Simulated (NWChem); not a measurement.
CH$_{6}$F$_{2}$Si$_{2}$; SMILES C[Si](F)(F)[SiH3]

```xyz
11

C     -1.5612    -1.3548     0.0004
Si     0.0425    -0.4265     0.0002
F      0.9094    -0.8833     1.2960
F      0.9089    -0.8829    -1.2961
Si    -0.0887     1.9114     0.0006
H     -2.1570    -1.1092    -0.8921
H     -1.3693    -2.4395     0.0001
H     -2.1565    -1.1097     0.8935
H      1.2816     2.5041     0.0014
H     -0.8281     2.3734     1.2152
H     -0.8270     2.3739    -1.2144
```
Atoms are numbered in this order, from 1.

Level: PBE0/def2-SVP (NWChem), optimised geometry, unscaled harmonic frequencies. 

### Question
List the harmonic frequencies with IR intensities, and the thermochemistry.

### Answer
```csv
frequency (cm⁻¹),IR intensity (km/mol)
91,0.1
130,1.9
130,0.7
145,1.0
218,1.4
257,30.5
297,22.4
443,19.0
510,14.3
513,16.1
711,46.6
765,0.8
786,227.2
859,154.7
900,32.9
921,0.4
932,67.6
951,165.9
1270,43.4
1418,10.1
1421,3.3
2227,41.2
2236,81.0
2247,73.7
3061,0.1
3170,0.1
3173,0.3
```

zero-point energy: 42.6 kcal/mol
thermal correction to the enthalpy at 298.15 K (with zero-point energy): 48.4 kcal/mol
heat capacity Cv: 27.7 cal/(mol K)
entropy at 298.15 K and 1 atm (symmetry number 1): 88.5 cal/(mol K)
dipole moment: 2.16 D

Rigid rotor and harmonic oscillator; modes under 100 cm⁻¹ make the entropy uncertain.
